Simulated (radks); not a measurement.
The numbers below are computed, except where a source is named.
Problem. Ionisation of neutral selenium, [Ar] 3d10 4s2 4p4, to Se+, [Ar] 3d10 4s2 4p3, under several functionals. Dirac Kohn-Sham, spin-unpolarised, spherical densities, point nucleus; open shells are shared between the two j in proportion to 2j + 1; a radial shooting solver on a logarithmic mesh with Libxc functionals. The NIST Atomic Spectra Database gives 9.752 eV (measured). Rank these functionals by the error of their Delta-SCF ionisation energy: PBEsol; LDA (Slater exchange, Perdew-Zunger correlation); OLYP; exchange-only B88; PW91; BP86.

Solution. From best to worst: exchange-only B88 9.946 eV (+0.194); OLYP 10.728 eV (+0.976); PBEsol 10.854 eV (+1.102); PW91 10.906 eV (+1.154); BP86 10.968 eV (+1.216); LDA (Slater exchange, Perdew-Zunger correlation) 11.013 eV (+1.261). Spin polarisation and multiplet splitting are left out, so open shells lie too high by an amount that depends on their filling. Sharing an open shell by 2j + 1 raises it above the true ground level by a part of the spin-orbit splitting, which enters the differences from NIST.

Beside tabulated values, note that spin-unpolarised runs miss the spin-polarisation part of the exchange energy of open shells.
